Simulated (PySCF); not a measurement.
# UHF on Cd⁺ (cadmium, charge +1)

Configuration: [Kr] 4d10 5s1, 2S determinant. Computed with PySCF 2.14 in cc-pVTZ-PP with ECP28MDF (5s5p4d2f1g, 63 functions), with scalar relativity through the core potential.

| Quantity | Value |
| --- | --- |
| Total energy | -166.568358 hartree |
| One-electron energy | -291.1109 hartree |
| Hartree (Coulomb) energy | 138.9833 hartree |
| Exchange energy | -14.4407 hartree |
| ⟨S²⟩ | 0.7512 |
| ⟨L²⟩ | 0.000 |
| Sum of ⟨r⟩ | 23.13 bohr |
| Sum of ⟨r²⟩ | 36.17 bohr² |
| Time after the integrals | 0.27 s of wall time on 1 thread of Neoverse-V1 (shared host) |

```csv
shell,electrons,mean orbital energy (hartree),"rms radius, mean of both spins (bohr)"
4s α,1,-5.14014,0.947
4s β,1,-5.13386,0.947
4p β,3,-3.47162,1.04
4p α,3,-3.47150,1.04
4d α,5,-1.03752,1.37
4d β,5,-1.03174,1.37
5s α,1,-0.57617,3.02
```

Energies and moments cover only the electrons outside the core potential.
